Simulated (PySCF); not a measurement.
## Electron correlation in Sn⁺ (tin, charge +1)

[Kr] 4d10 5s2 5p1, 2P determinant. Computed with PySCF 2.14 in def2-TZVP with the def2 core potential (28 electrons), with a scalar-relativistic core potential. Frozen: 4s2 4p6 4d10; 3 electrons correlated.

MP2 pair energies summed by pair of shells (mhartree):

| pair | energy | share (%) |
| --- | --- | --- |
| 5s-5s | -18.39 | 57.1 |
| 5s-5p | -13.84 | 42.9 |

Total MP2 correlation energy: -32.23 mhartree.

Same-spin part -2.20 and opposite-spin part -30.03 mhartree; SCS-MP2 scales them by 1/3 and 6/5 to -36.77 mhartree.

```
  level  correlation energy (mhartree)
   CCSD                         -44.01
    (T)                          -0.65
CCSD(T)                         -44.66
```

Diagnostics: T1 = 0.010, D1 = 0.0240, largest double amplitude 0.093.

**Question.** Is a single reference adequate?

**Answer.** Mostly. T1 lies below 0.03, but a double amplitude of this size points to a near-degeneracy that CCSD handles and MP2 describes poorly.
